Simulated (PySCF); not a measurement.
Species: Me3SiCl, C3H9ClSi.
Numbering: `[CH3:1][Si:2]([CH3:3])([CH3:4])[Cl:5]` (hydrogens: H6, H7, H8 on C1; H9, H10, H11 on C3; H12, H13, H14 on C4)

Structure optimised with GFN2-xTB, isolated species.

**Question.** Give the optimised bond lengths and angles.

**Answer.** 
```json
{"bond": "C1–Si2, Si2–C3, Si2–C4", "length (bohr)": "3.600", "order": "single"}
{"bond": "Si2–Cl5", "length (bohr)": "3.864", "order": "single"}
{"bond": "C1–H6 and 8 like bonds", "length (bohr)": "2.053", "order": "single"}
```

Bonds in one row agree within 0.02 bohr and their mean is given. Orders are formal, as drawn. A selection of angles:
```json
{"angle": "Si2–C1–H6", "degrees": "111.3"}
{"angle": "H6–C1–H7", "degrees": "107.7"}
{"angle": "C1–Si2–C3", "degrees": "110.7"}
{"angle": "C1–Si2–Cl5", "degrees": "108.1"}
```

All 3 C–Si bonds measure 1.905 Å. Si2 (chlorine-bound silicon) is tetrahedral (angles from 108.1° to 110.8°).

Point group: C3v (every atom within 0.08 Å of its image). Whether it is a minimum is left open (no frequencies).

These are computed values.
